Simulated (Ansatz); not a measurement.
A nudged elastic band was laid between two geometries of Cl3GeH + FH (7 atoms, charge 0, multiplicity 1).

The calculation used RKS LDA/def2-SVP (Ansatz 0.2.0).

```json
{"movable images": "5", "climbing image": "yes", "spring": "5.0 eV/Å²", "optimiser": "quadratic models (default)", "start path": "through a guess of the saddle point", "force threshold": "0.05 eV/Å", "iteration limit": "60", "end points": "relaxed"}
```

First end point:

```xyz
7
Properties=species:S:1:pos:R:3
Ge 0.231 0.145 0.058
H 0.557 0.340 1.536
Cl 2.030 -0.226 -1.027
Cl -0.733 1.774 -0.895
Cl -0.960 -1.645 -0.287
F -1.951 0.206 1.594
H -2.061 -0.595 1.086
```

Last end point:

```xyz
7
Properties=species:S:1:pos:R:3
Ge -0.584 -0.009 -0.719
H 0.201 0.016 3.219
Cl 1.457 -0.154 -0.219
Cl -0.980 1.747 -1.815
Cl -1.246 -1.729 -1.740
F -1.471 0.091 0.750
H -0.263 0.038 2.588
```

What changes between the two ends?

Bonds broken: Ge1–H2, F6–H7. Bonds formed: Ge1–F6, H2–H7. Cl3GeH + FH becomes Cl3FGe + H2.

Give the energies along the band, and the barrier.

The forces met the threshold. The highest image is number 3 of 0 to 6, 1.31 eV above the first end and 1.38 eV above the last; the last end lies 0.06 eV below the first. A vibrational analysis at the climbing image gives one clearly imaginary mode, 890i cm⁻¹: a first-order saddle point. The orbitals stay closed-shell, which can raise the energy where a bond breaks towards radicals; this wasn't checked here.

```json
{"image": "0", "path coordinate (Å)": "0.00", "energy (eV)": "0.00", "Ge1–H2 (Å)": "1.53", "F6–H7 (Å)": "0.95", "Ge1–F6 (Å)": "2.67"}
{"image": "1", "path coordinate (Å)": "0.90", "energy (eV)": "0.23", "Ge1–H2 (Å)": "1.53", "F6–H7 (Å)": "0.94", "Ge1–F6 (Å)": "2.71"}
{"image": "2", "path coordinate (Å)": "1.81", "energy (eV)": "0.37", "Ge1–H2 (Å)": "1.55", "F6–H7 (Å)": "0.95", "Ge1–F6 (Å)": "2.57"}
{"image": "3", "path coordinate (Å)": "2.71", "energy (eV)": "1.31", "Ge1–H2 (Å)": "1.82", "F6–H7 (Å)": "1.26", "Ge1–F6 (Å)": "1.94"}
{"image": "4", "path coordinate (Å)": "3.58", "energy (eV)": "0.46", "Ge1–H2 (Å)": "2.49", "F6–H7 (Å)": "1.81", "Ge1–F6 (Å)": "1.74"}
{"image": "5", "path coordinate (Å)": "4.44", "energy (eV)": "0.01", "Ge1–H2 (Å)": "3.22", "F6–H7 (Å)": "2.08", "Ge1–F6 (Å)": "1.72"}
{"image": "6", "path coordinate (Å)": "5.30", "energy (eV)": "-0.06", "Ge1–H2 (Å)": "4.02", "F6–H7 (Å)": "2.20", "Ge1–F6 (Å)": "1.72"}
```

What is the geometry of the highest image?


```xyz
7
Properties=species:S:1:pos:R:3:forces:R:3
Ge -0.340 -0.027 -0.075 -0.01 0.00 0.00
H 0.212 0.070 1.652 0.01 0.00 0.00
Cl 1.783 -0.128 -0.452 -0.01 0.00 0.00
Cl -0.905 1.751 -1.082 0.00 0.00 0.00
Cl -1.034 -1.863 -0.877 0.00 0.01 0.00
F -1.849 0.092 1.136 0.03 0.00 0.00
H -0.753 0.104 1.762 -0.02 0.00 0.00
```

What are the harmonic wavenumbers there?

890i, 37, 107, 170, 181, 242, 252, 402, 417, 474, 680, 958, 1056, 1619, 2179 cm⁻¹.

Run time: 64 s on 2 threads of Arm Neoverse V1 (shared host), peak memory 0.16 GiB.
